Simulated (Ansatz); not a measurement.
`F[SiH](Cl)Cl` + H–F → `F[SiH](F)Cl` + HCl at 400 K and 1 bar (ligand exchange at the Si–Cl bond).

Gas-phase electronic energies from Ansatz, PBE0-D4/def2-TZVP geometries. CCSD(T)/CBS is the MP2 limit (def2-TZVPP, def2-QZVPP) plus CCSD(T) − MP2 in def2-TZVPP, frozen cores. This one scheme is used for every species.

```
       species  CCSD(T)/CBS energy (Eh)  H − E (kJ/mol)  S (J/(mol·K))
`F[SiH](Cl)Cl`              -1309.19911            63.5          333.9
           H–F               -100.39570            36.5          182.2
 `F[SiH](F)Cl`               -949.23245            65.7          320.7
           HCl               -460.38127            29.6          195.4
```

H − E and S are ideal-gas, rigid-rotor, harmonic terms from PBE0-D4/def2-TZVP. 1 Eh = 2625.50 kJ/mol, R = 8.31446 J/(mol·K).

Task: By hand: ΔE, ΔH, ΔS and ΔG.

Result: ΔE = (-949.23245) + (-460.38127) − (-1309.19911) − (-100.39570) = -0.01891 Eh = -49.6 kJ/mol. Δ(H − E) = 65.7 + 29.6 − 63.5 − 36.5 = -4.7, so ΔH = -54.3 kJ/mol. ΔS = 320.7 + 195.4 − 333.9 − 182.2 = 0.0 J/(mol·K). ΔG = -54.3 − 400 × (0.0)/1000 = -54.3 kJ/mol.

Task: By hand: the equilibrium constant, and the temperature at which ΔG would vanish if ΔH and ΔS stayed fixed.

Result: log₁₀ K = −ΔG/(RT ln 10) = 7.1. With ΔH or ΔS at zero there is no such temperature.

The number of gas molecules stays the same, so ΔS is small and ΔH decides. A doubt of 5 kJ/mol in ΔE shifts log₁₀ K by 0.7 here. These are equilibria of isolated gas molecules and say nothing of rates. Largest T1 diagnostic: 0.011 (customary marks: 0.02 for closed shells, 0.045 for open ones).

ΔS is within the doubt of such terms, so its sign, and with it that verdict, could turn.
